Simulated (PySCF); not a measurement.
## Where the electron goes

Species: Pt(PH3)2 (singlet state).
Structure used (PBE0-D3(BJ)/def2-SVP), in Å, numbered top down from 1:
```
atom  x, y, z in Å
Pt1    0.0058    0.0158    0.0001
P2    -0.0007   -0.0109    2.2407
H3     0.8077   -0.9503    2.9379
H4    -1.2135   -0.2601    2.9399
H5     0.3945    1.1447    2.9692
P6     0.0029    0.0170   -2.2407
H7     1.1897    0.3420   -2.9534
H8    -0.8768    0.8803   -2.9499
H9    -0.3095   -1.1787   -2.9439
```

Method used: TDDFT CAM-B3LYP/def2-SVPD, vertical, gas phase, core orbitals frozen in the response, def2 core potentials past Kr (PySCF). Spin–orbit coupling is left out.

Frontier orbitals with the atoms that hold most of them (Löwdin shares over 4%, at most four atoms):

```csv
orbital,ε (eV),atoms
HOMO-3,-8.06,"Pt1 83%, P2 5%, P6 5%"
HOMO-2,-7.07,Pt1 98%
HOMO-1,-7.07,Pt1 98%
HOMO,-6.95,"Pt1 81%, P2 6%, P6 6%"
LUMO,0.46,"Pt1 40%, P6 20%, P2 20%, H7 5%"
LUMO+1,0.47,"Pt1 40%, P2 20%, P6 20%, H3 5%"
LUMO+2,1.09,"Pt1 20%, P6 16%, P2 16%, H5 8%"
```

Within 0.005 eV of a neighbour in this list lie HOMO-2/HOMO-1 and LUMO/LUMO+1.

Problem. How does S1 compare with the orbital gap of 7.41 eV?

Solution. S1 is at 3.68 eV (f = 0.0000), 3.73 eV below the gap, made of HOMO-2/HOMO-1→LUMO/LUMO+1 (≥91%). S1/S2 lie within about 0.01 eV of each other. Its leading pair isn't HOMO and LUMO; the energies of that pair differ by 7.53 eV. Without the coupling terms of the response equations the lowest excitation would equal the gap.

For S1 the Löwdin share of platinum is 98% in HOMO-2 and 40% in LUMO.

Next come S2 at 3.68 eV (f 0.0003), HOMO-2/HOMO-1→LUMO/LUMO+1 (≥91%); S3 at 3.73 eV (f 0.0006), HOMO-2/HOMO-1→LUMO/LUMO+1 (≥53%), HOMO→LUMO/LUMO+1 (≥27%); S4 at 3.73 eV (f 0.0006), HOMO-2/HOMO-1→LUMO/LUMO+1 (≥53%), HOMO→LUMO/LUMO+1 (≥26%); S5 at 4.37 eV (f 0.137), HOMO→LUMO/LUMO+1 (≥70%), HOMO-2/HOMO-1→LUMO/LUMO+1 (≥23%).

Orbitals of the list HOMO-3 to LUMO+2 that lie within 0.01 eV of each other are written together with a slash and their weights summed (≥ marks a lower bound); for degenerate orbitals outside that list single weights are arbitrary.

Löwdin shares depend on the basis, the more so with diffuse functions.
